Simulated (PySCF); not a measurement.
## Excitation energies in several basis sets

Compound: B₂H₈N₂O.
Numbering: `[OH:1][BH-:2]1[NH2+:3][BH2-:4][NH2+:5]1` (hydrogens: H6 on O1; H7 on B2; H8, H9 on N3; H10, H11 on B4; H12, H13 on N5)

Geometry (PBE0-D3(BJ)/def2-SVP, Å), atoms numbered from 1 in this order:
```
atom  x, y, z in Å
O1     1.7782   -0.2626   -0.8683
B2     0.8087   -0.3462    0.1597
N3     0.1290    1.0825    0.4303
B4    -1.2785    0.4271    0.0686
N5    -0.5874   -0.9350   -0.3870
H6     2.5886   -0.7179   -0.6363
H7     1.1304   -0.8899    1.2098
H8     0.4605    1.7815   -0.2320
H9     0.2332    1.4521    1.3704
H10   -1.8436    0.9992   -0.8472
H11   -1.9583    0.2642    1.0661
H12   -0.9187   -1.7866    0.0558
H13   -0.5559   -1.0823   -1.3941
```

TDDFT with PBE0 (PySCF), vertical singlets, core orbitals frozen in the response, spherical d and f functions. The structure is a single PBE0-D3(BJ)/def2-SVP conformer in the gas phase; no vibrational or solvent corrections.

```csv
basis,functions,diffuse,S1 (eV),S2 (eV),S3 (eV),S4 (eV),S5 (eV),LUMO (eV),α (au)
6-31G*,86,no,8.43,8.56,8.83,8.96,9.01,2.26,41.3
6-31+G*,106,yes,6.82,6.99,7.04,7.27,7.40,0.08,48.5
def2-SVP,110,no,8.07,8.25,8.36,8.54,8.69,1.68,43.5
def2-SVPD,167,yes,6.97,7.25,7.43,7.57,7.70,0.21,52.4
aug-cc-pVDZ,187,yes,6.64,6.88,6.94,7.09,7.24,-0.18,53.4
def2-TZVP,203,no,7.46,7.63,7.72,7.93,8.10,0.88,49.8
def2-TZVPD,260,yes,6.75,7.02,7.21,7.23,7.42,-0.05,53.2
```

Task: How much do these states and the polarisability depend on the basis?

Result: States are compared by their number. Against the largest diffuse basis here (def2-TZVPD, itself not a converged limit), sets without diffuse functions differ by up to 1.68 eV in S1 and 1.59 eV in S5; the smaller diffuse sets differ by up to 0.22 and 0.28 eV. State by state, the largest deviation of a set without diffuse functions is S1 1.68, S2 1.54, S3 1.62, S4 1.73, S5 1.59 eV. The same number needn't mean the same state in each row. Against def2-TZVPD the polarisability deviates by -22% in 6-31G*, -9% in 6-31+G*, -18% in def2-SVP, -1% in def2-SVPD, 0% in aug-cc-pVDZ, -6% in def2-TZVP. A single + in a Pople set puts diffuse functions on heavy atoms only.

Without π bonds the low states are Rydberg-like; a valence basis with one diffuse set may place them up to an eV too high.
